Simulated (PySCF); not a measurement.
Cartesian coordinates in Å; atom numbers follow the order of the lines, from 1:
```xyz
10

F     2.2525   -0.2470   -1.2101
C     1.8553   -0.1601    0.0401
F     2.8747   -0.2162    0.8711
C     0.5798   -0.0313    0.4340
F     0.3270    0.0456    1.7482
C    -0.5784    0.0334   -0.4404
F    -0.3264   -0.0407   -1.7548
C    -1.8534    0.1606   -0.0444
F    -2.2475    0.2455    1.2069
F    -2.8747    0.2149   -0.8731
```

Geometry: GFN2-xTB; GIAO shifts from PySCF 2.14.0 with density-fitted response routines, gas phase, non-relativistic, averaged over equivalent atoms.

At PBE0/pcSseg-1 (170 basis functions, 18 s wall time on 1 thread of an x86-64 server CPU, shared host):
```tsv
atoms	δ (ppm)
F3/F10	-96.0
F1/F9	-113.3
F5/F7	-215.8
C2/C8	165.5
C4/C6	130.2
```

Shifts are taken against calculated references (same method and geometry level): $^{19}$F (σ = 170.95 ppm) against CFCl3; $^{13}$C (σ = 186.93 ppm) against TMS.

Estimate the result of repeating the calculation with PBE0/IGLO-II.

Results:


| atoms | δ at PBE0/IGLO-II | change |
| --- | --- | --- |
| F3/F10 | -90.0 | +6.0 |
| F1/F9 | -104.6 | +8.7 |
| F5/F7 | -202.3 | +13.5 |
| C2/C8 | 163.3 | -2.2 |
| C4/C6 | 129.4 | -0.8 |

δ = σ(ref) − σ, references computed at the same level: $^{19}$F (180.63 ppm) vs CFCl3; $^{13}$C (189.02 ppm) against TMS.

The largest change is at F5/F7 (vinylic fluorine). Cost: 220 basis functions, 24 s wall time on 1 thread of an Arm Neoverse V1, shared host.

Unscaled 19F shifts against computed CFCl3 carry errors that often reach 10 to 50 ppm.
